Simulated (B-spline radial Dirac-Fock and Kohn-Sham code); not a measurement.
# Binding energies of Ca in different valence configurations

Model: ΔSCF Dirac-Fock with Breit, self-energy and vacuum polarisation, finite nucleus, configuration average. Program: a B-spline atomic structure program. Correlation and solid-state effects are left out.

Reference: the tabulated ground configuration [Ar] 4s2, with 1s 4047.7 eV, 2s 450.0 eV, 2p1/2 360.6 eV, 2p3/2 357.1 eV, 3p1/2 34.00 eV, 3p3/2 33.62 eV, Kα1 3690.6 eV, Kβ1 4014.1 eV.

Shifts from the reference in eV.

| configuration | average energy | 1s | 2s | 2p1/2 | 2p3/2 | 3p1/2 | 3p3/2 | Kα1 | Kβ1 |
| --- | --- | --- | --- | --- | --- | --- | --- | --- | --- |
| [Ar] 3d2 | +5.72 | -6.91 | -8.75 | -8.44 | -8.45 | -5.78 | -5.74 | +1.53 | -1.17 |
| [Ar] 4s1 4p1 | +1.65 | +1.09 | +1.05 | +1.15 | +1.15 | +1.12 | +1.12 | -0.06 | -0.03 |
| [Ar] 3d1 4s1 | +2.48 | -4.86 | -5.96 | -5.74 | -5.74 | -3.94 | -3.92 | +0.88 | -0.93 |

Values without a named source are computed, but for edge energies of neutral atoms, which are taken from tables.
